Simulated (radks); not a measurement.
Values are calculated unless marked as measured or tabulated.
Q: Valence configurations of As I (all share [Ar]). Code: a radial shooting solver on a logarithmic mesh with Libxc functionals. Model: Dirac Kohn-Sham, PBE, spin-unpolarised, spherical densities, point nucleus; open shells fill j = l - 1/2 first. Order these by energy: 3d10 4s1.5 4p3.5; 3d9.5 4s1 4p4.5; 3d9.5 4p5.5; 3d8 4s1 4p6; 3d9 4s2 4p4; 3d10 4p5; 3d8 4s2 4p5; 3d10 4s2 4p3; 3d9.5 4s2 4p3.5; 3d10 4s1 4p4.

A: From the lowest, in eV above it: 3d10 4s2 4p3 0.000; 3d10 4s1.5 4p3.5 4.714; 3d10 4s1 4p4 9.490; 3d9.5 4s2 4p3.5 18.734; 3d10 4p5 19.215; 3d9.5 4s1 4p4.5 28.733; 3d9.5 4p5.5 38.947; 3d9 4s2 4p4 39.822; 3d8 4s2 4p5 89.333; 3d8 4s1 4p6 100.74. NIST lists [Ar] 3d10 4s2 4p3 as the ground configuration; this level of theory agrees among the configurations tried. The energies are those of spherical spin-averaged densities, not of single terms.
